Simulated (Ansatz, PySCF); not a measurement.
Energy landscape of H3Ga, singlet: umbrella (inversion) coordinate, bond length relaxed. Scanned: angle between the Ga-H bonds and the threefold axis (90 = planar). Other coordinates (Ga-H bond length) were minimised at B3LYP/def2-TZVP.

PBE/def2-TZVP (PySCF); CAM-B3LYP/def2-TZVP (PySCF); CCSD(T)/aug-cc-pVQZ = Ansatz (a program for electronic structure) with CCSD(T) on RHF/aug-cc-pVQZ, cores with 3d frozen.

Energies relative to the lowest point of each profile, in kcal/mol; the last columns give the difference from CCSD(T):

```csv
a / °,PBE,CAM-B3LYP,CCSD(T)/aug-cc-pVQZ,PBE − CCSD(T)/aug-cc-pVQZ,CAM-B3LYP − CCSD(T)/aug-cc-pVQZ
90,0.0,0.0,0.0,0.0,0.0
93.90,0.7,0.7,0.7,0.0,0.0
96.90,2.2,2.4,2.2,0.0,0.1
99.90,4.5,4.8,4.5,0.0,0.3
102.90,7.7,8.2,7.7,0.0,0.5
105.90,11.7,12.5,11.7,0.0,0.8
108.90,16.5,17.7,16.6,-0.1,1.1
111.90,22.2,23.8,22.3,-0.1,1.5
114.90,28.8,30.9,28.9,-0.1,2.0
117.90,36.2,38.9,36.4,-0.1,2.5
120.90,44.6,48.0,44.8,-0.1,3.2
123.90,54.0,58.1,54.1,-0.1,4.0
126.90,64.5,69.4,64.4,0.1,4.9
129.90,76.1,81.9,75.8,0.3,6.1
132,85.0,91.4,84.4,0.6,7.0
```

PBE is furthest from CCSD(T)/aug-cc-pVQZ at 132 (0.6 kcal/mol, above); its mean absolute difference over the points is 0.1 kcal/mol.

CAM-B3LYP is furthest from CCSD(T)/aug-cc-pVQZ at 132 (7.0 kcal/mol, above); its mean absolute difference over the points is 2.3 kcal/mol.
